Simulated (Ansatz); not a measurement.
Start from `FC(F)=C(F)Br` and change one atom or group to get `F/C(Br)=C(/F)I`.

Ansatz, PBE0-D4/def2-TZVP geometries, multiplicity 1. 

Elements past krypton have def2 core potentials. Scalar relativity is left out up to krypton. Spin–orbit coupling is left out; it splits and shifts lone-pair levels of the heavy atoms by tenths of an eV.

| property | `FC(F)=C(F)Br` |
| --- | --- |
| HOMO–LUMO gap (B3LYP/def2-TZVPP) / eV | 6.52 |
| HOMO–LUMO gap (PBE/def2-TZVPP) / eV | 4.64 |
| HOMO energy (B3LYP/def2-TZVPP) / eV | -7.18 |
| LUMO energy (PBE0/def2-TZVPP) / eV | -0.36 |
| size of the dipole moment (PBE/def2-TZVPP) / D | 0.42 |
| LUMO energy (ωB97M-V/def2-TZVPP) / eV | 1.84 |

Problem. Give the same properties after the change, and the shifts. (Best estimate.)

Solution. Ansatz gave: 
```json
{"property": "HOMO–LUMO gap (B3LYP/def2-TZVPP) / eV", "`F/C(Br)=C(/F)I`": "5.11", "shift": "-1.41"}
{"property": "HOMO–LUMO gap (PBE/def2-TZVPP) / eV", "`F/C(Br)=C(/F)I`": "3.49", "shift": "-1.15"}
{"property": "HOMO energy (B3LYP/def2-TZVPP) / eV", "`F/C(Br)=C(/F)I`": "-6.92", "shift": "0.26"}
{"property": "LUMO energy (PBE0/def2-TZVPP) / eV", "`F/C(Br)=C(/F)I`": "-1.57", "shift": "-1.21"}
{"property": "size of the dipole moment (PBE/def2-TZVPP) / D", "`F/C(Br)=C(/F)I`": "0.32", "shift": "-0.10"}
{"property": "LUMO energy (ωB97M-V/def2-TZVPP) / eV", "`F/C(Br)=C(/F)I`": "0.47", "shift": "-1.37"}
```

With PBE0 the HOMO rises by 0.24 eV and the LUMO falls by 1.21 eV, so the gap narrows by about 1.45 eV. PBE moves the HOMO by 0.09 eV and ωB97M-V by 0.34 eV. Dipoles are sizes alone; their direction can turn.

B3LYP here is the variant with VWN-RPA as its local correlation; programs differ in this.

Positive LUMOs are unbound, so they and the gaps depend on the basis.
